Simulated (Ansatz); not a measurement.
Two isomers of CH7NSSi: A = `[SiH3]NCS`, B = `CN[SiH2]S`.

Isolated molecules relaxed with PBE0-D4/def2-TZVP in Ansatz; ΔE leaves out vibrations. CBS: MP2 limit from def2 TZ/QZ plus the TZ coupled-cluster correction, frozen cores. DFT in def2-TZVPP. B3LYP here is the variant with VWN-RPA as its local correlation; programs differ in this. One conformer a species, not always the lowest.

A:

```xyz
11

Si    0.068   -1.191   -1.212
N     0.760    0.037   -0.213
C     0.144    0.528    0.974
S    -1.128    1.808    0.582
H    -1.091   -0.763   -2.045
H     1.142   -1.666   -2.121
H    -0.394   -2.278   -0.310
H     1.386    0.700   -0.644
H    -0.345   -0.295    1.498
H     0.881    0.976    1.642
H    -1.423    2.143    1.850
```

B:

```xyz
11

C     0.187   -0.901    1.540
N     0.291   -0.623    0.125
Si   -0.329    0.759   -0.658
S     0.925    1.115   -2.355
H    -0.648   -1.568    1.790
H     1.108   -1.351    1.922
H     0.033    0.034    2.085
H     0.540   -1.420   -0.439
H    -0.290    1.845    0.355
H    -1.718    0.683   -1.199
H    -0.098    1.425   -3.167
```

Problem. Which isomer does CCSD(T)/CBS put lower? Give the gap. (Estimate.)

Solution. The calculation gave: B, by 26.5 kcal/mol.

Problem. Give E(B) − E(A) in kcal/mol with B3LYP, CCSD(T)/def2-TZVPP, B3LYP-D4, r2SCAN-D4, ωB97M-V, MP2/def2-TZVPP, PBE0-D4. (Best estimate.)

Solution. The calculation gave: B3LYP -25.8, CCSD(T)/def2-TZVPP -25.8, B3LYP-D4 -25.5, r2SCAN-D4 -26.8, ωB97M-V -26.4, MP2/def2-TZVPP -26.6, PBE0-D4 -26.6. None reverses the order clearly.

Largest T1 diagnostic: 0.011.

From PBE to PBE0 (25 % exact exchange), in def2-TZVPP and without D4, E(B) − E(A) moves by −0.9 kcal/mol.
